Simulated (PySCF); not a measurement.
**Relaxation of triplet PtS₃**

Method: PySCF, UPBE0, basis Pt def2-SVP with ECP60, S def2-SVP (scalar-relativistic core potentials, no spin–orbit coupling, density fitting). A (50,194) grid was used.

A hand-made trigonal pyramidal start, of C3v symmetry, held to at least that symmetry:

```xyz
4
charge 0 multiplicity 3, angstrom
Pt    0.0000    0.0000   -0.3189
S     1.8189    0.0000    0.6482
S    -0.9094    1.5752    0.6482
S    -0.9094   -1.5752    0.6482
```

Optimiser trace:
```tsv
step	E − E(last) (kJ/mol)	largest gradient (Eh/bohr)
0	183.61	0.05958
1	117.33	0.03364
2	71.92	0.04674
3	43.69	0.03976
4	25.35	0.02722
5	2.50	0.00737
6	0.29	0.00441
7	0.01	0.00037
8	0.00	0.00001
```

It ends at D3h with Pt–S 2.117 Å (×3); S–Pt–S 120.0° (×3). A frequency run shows a minimum. Other isomers or separated fragments may lie lower.

Other spin states or occupations of the open shell can lie lower. With an element this heavy the missing spin–orbit coupling can shift these numbers.

The relaxation took of the order of 70 core-seconds on a shared host.
